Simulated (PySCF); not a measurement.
From computed data to an observable: dipole moment from atomic charges

Al(H)(OH)2 (AlH3O2), SMILES [OH][AlH][OH]. Atoms are numbered in the order given.

```xyz
6

Al     0.0000     0.0000    -0.4566
H      0.0000     0.0000    -2.0154
O      0.0000    -1.4988     0.3368
H      0.0000    -1.6517     1.2815
O      0.0000     1.4988     0.3368
H      0.0000     1.6517     1.2815
```

Geometry: B3LYP-D3(BJ)/def2-TZVP. Other conformers were not sampled.

Charges (e) from PBE0/def2-TZVPD (PySCF):

| atom | ESP fit | IAO |
|---|---|---|
| Al1 | 1.053 | 1.172 |
| H2 | -0.231 | -0.220 |
| O3 | -0.807 | -0.844 |
| H4 | 0.396 | 0.368 |
| O5 | -0.807 | -0.844 |
| H6 | 0.396 | 0.368 |

The dipole moment of the full density is 2.24 D.

Task: What dipole moment does each set of point charges give, and which comes closer to that of the density?

Result: 
μ = Σ q r, and 1 e Å = 4.8032 D.
ESP fit: Σ q r = (0.000, 0.000, 0.456) e Å, |μ| = 2.19 D.
IAO: Σ q r = (0.000, 0.000, 0.283) e Å, |μ| = 1.36 D.
ESP fit comes closer in size. Point charges leave out the atoms' own dipoles (lone pairs, polarised bonds); fits to the potential absorb them, partitions of the density don't.
